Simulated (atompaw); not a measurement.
# An all-electron radial function and its pseudo partner (Ge)

Columns: radius, all-electron u(r) and pseudo u(r) of the 3p shell (level -117.41 eV) of germanium in the configuration [Ne] 3s2 3p6 3d10 4s1 4p3; PBE, scalar-relativistic, PAW (atompaw) scheme, atompaw 4.2.0.5.

| r (bohr) | all-electron | pseudo |
| --- | --- | --- |
| 0.056 | -0.4717 | 0.0213 |
| 0.112 | -0.7155 | 0.0833 |
| 0.167 | -0.5039 | 0.1789 |
| 0.223 | -0.0657 | 0.3036 |
| 0.279 | 0.4001 | 0.4457 |
| 0.335 | 0.7910 | 0.5940 |
| 0.390 | 1.0687 | 0.7345 |
| 0.446 | 1.2442 | 0.8619 |
| 0.502 | 1.3282 | 0.9650 |
| 0.558 | 1.3423 | 1.0375 |
| 0.613 | 1.3081 | 1.0760 |
| 0.669 | 1.2410 | 1.0818 |
| 0.725 | 1.1543 | 1.0564 |
| 0.781 | 1.0578 | 1.0051 |
| 0.837 | 0.9581 | 0.9345 |
| 0.892 | 0.8616 | 0.8535 |
| 0.948 | 0.7677 | 0.7662 |
| 1.004 | 0.6798 | 0.6799 |
| 1.060 | 0.5990 | 0.5991 |
| 1.115 | 0.5268 | 0.5268 |
| 1.171 | 0.4606 | 0.4606 |
| 1.227 | 0.4015 | 0.4015 |
| 1.283 | 0.3491 | 0.3491 |
| 1.338 | 0.3035 | 0.3035 |
| 1.394 | 0.2628 | 0.2628 |
| 1.450 | 0.2271 | 0.2271 |

(1) How many radial nodes do the two functions have?

(2) At about which radius was the pseudo-wave matched?

(3) Where does each function peak?

(4) Is the pseudo-wave norm-conserving?

## Answers

(1) The all-electron 3p function has n − l − 1 = 1; the pseudo-wave has 0, since the states of the same l below it are removed with the core.

(2) 1.10 bohr. The columns agree to 0.0005 from 1.00 bohr on; several derivatives are matched, so the curves merge somewhat inside the radius.

(3) Outermost all-electron maximum near 0.56 bohr, pseudo maximum near 0.67 bohr (to the table’s step).

(4) No, it belongs to a PAW set: the norm inside the radius is not constrained, and the difference is carried by the augmentation charge.
